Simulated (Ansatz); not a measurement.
Be3S3. Charge 0, multiplicity 1. Geometry r2SCAN-D4/def2-SVP.

Cartesian coordinates in Å:
```
Be 0.570 1.618 0.340
Be 0.474 -0.618 0.385
Be -0.944 0.711 -0.740
S -0.296 -1.154 -1.528
S -1.604 -1.062 0.230
S 1.800 0.504 1.313
```

Another isomer (singlet) lies 3.77 eV lower at PBE0-D4/def2-TZVP; other spin states weren't run for this one.

Question: Estimate the orbital energies around the gap (eV) in Ansatz with LDA (SPW92)/def2-TZVP, PBE-D4/def2-TZVP, r2SCAN-D4/def2-TZVP, PBE0-D4/def2-TZVP, CAM-B3LYP-D4/def2-TZVP.

Answer: 
```tsv
orbital	LDA (SPW92)/def2-TZVP	PBE-D4/def2-TZVP	r2SCAN-D4/def2-TZVP	PBE0-D4/def2-TZVP	CAM-B3LYP-D4/def2-TZVP
HOMO−9	-16.05	-15.96	-16.61	-18.01	-19.60
HOMO−8	-10.58	-10.46	-10.88	-11.94	-13.34
HOMO−7	-9.73	-9.59	-9.96	-10.98	-12.34
HOMO−6	-9.60	-9.46	-9.80	-10.63	-11.80
HOMO−5	-8.09	-7.96	-8.25	-9.19	-10.45
HOMO−4	-7.78	-7.65	-7.92	-8.80	-10.05
HOMO−3	-7.36	-7.21	-7.46	-8.38	-9.64
HOMO−2	-6.79	-6.66	-6.89	-7.79	-9.02
HOMO−1	-6.05	-5.92	-6.13	-6.98	-8.15
HOMO	-5.64	-5.54	-5.74	-6.54	-7.78
LUMO	-3.63	-3.40	-3.16	-2.65	-1.64
LUMO+1	-3.42	-3.22	-3.07	-2.25	-1.09
LUMO+2	-2.42	-2.22	-1.84	-1.47	-0.56
LUMO+3	-1.67	-1.48	-1.23	-0.74	0.30
LUMO+4	-1.18	-0.97	-0.53	-0.18	0.66
LUMO+5	0.35	0.42	1.00	0.94	1.49
```
